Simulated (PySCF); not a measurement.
Atoms are numbered as in `[F:1][BH:2][CH2:3][C:4]([F:5])([F:6])[F:7]`. Each H is labelled by its parent atom.

Geometry: PBE0-D3(BJ)/def2-SVP; GIAO shifts from PySCF, gas phase, non-relativistic, averaged over equivalent atoms.

At PBE0/STO-3G (38 basis functions, 2.7 s wall time on 1 thread of an Arm Neoverse V1, shared host):
```csv
atoms,δ (ppm)
F1,116.6
F5/F6/F7,-93.0
B2,49.2
C4,97.6
C3,17.6
H(B2),5.74
H(C3),1.20
```

Scale: CFCl3 for 19F (304.40 ppm); 11B (128.75 ppm) against BF3·OEt2; 13C (234.69 ppm), 1H (32.60 ppm) vs TMS (reference shieldings calculated alike).

Q: Estimate the result of repeating the calculation with PBE/pcSseg-2.

A: 
```json
{"atoms": "F1", "δ at PBE/pcSseg-2": "-4.1", "change": "-120.7"}
{"atoms": "F5/F6/F7", "δ at PBE/pcSseg-2": "-85.7", "change": "+7.3"}
{"atoms": "B2", "δ at PBE/pcSseg-2": "57.2", "change": "+8.0"}
{"atoms": "C4", "δ at PBE/pcSseg-2": "141.7", "change": "+44.1"}
{"atoms": "C3", "δ at PBE/pcSseg-2": "33.9", "change": "+16.3"}
{"atoms": "H(B2)", "δ at PBE/pcSseg-2": "5.94", "change": "+0.20"}
{"atoms": "H(C3)", "δ at PBE/pcSseg-2": "1.83", "change": "+0.63"}
```

Shifts are taken against calculated references (same method and geometry level): 19F (σref 142.93) against CFCl3; 11B (σref 92.70) vs BF3·OEt2; 13C (σref 179.39), 1H (σref 31.18) against TMS.

The largest change is at F1 (fluorine bonded to B). Cost: 294 basis functions, 44 s wall time on 1 thread of an Arm Neoverse V1, shared host.

A carbon bonded to boron is broadened by the quadrupolar boron nucleus and is often missing from a measured spectrum. Unscaled 19F shifts against computed CFCl3 carry errors that often reach 10 to 50 ppm.
